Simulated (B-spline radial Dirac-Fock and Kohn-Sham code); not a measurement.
## Characteristic X-ray lines: Tb³⁸⁺

System: Tb³⁸⁺ in the configuration [Ar] 3d9.

Level of theory: Dirac-Fock ΔSCF + Breit + QED; a radial finite-basis atomic code. A line energy is the difference of two single-hole energies; the list is a selection of electric-dipole transitions between resolved j subshells. Correlation energy is missing from these numbers.

```
       line  energy (keV)  wavelength (Å)
 Kβ1 (K-M3)        50.562         0.24521
 Kβ3 (K-M2)        50.397         0.24602
 Kα1 (K-L3)        44.525         0.27846
 Kα2 (K-L2)        43.782         0.28319
Lβ3 (L1-M3)        7.2308          1.7147
Lβ4 (L1-M2)        7.0656          1.7548
 Lη (L2-M1)        6.4232          1.9303
 Lℓ (L3-M1)        5.6804          2.1827
```

Values without a named source are computed, but for edge energies of neutral atoms, which are taken from tables.
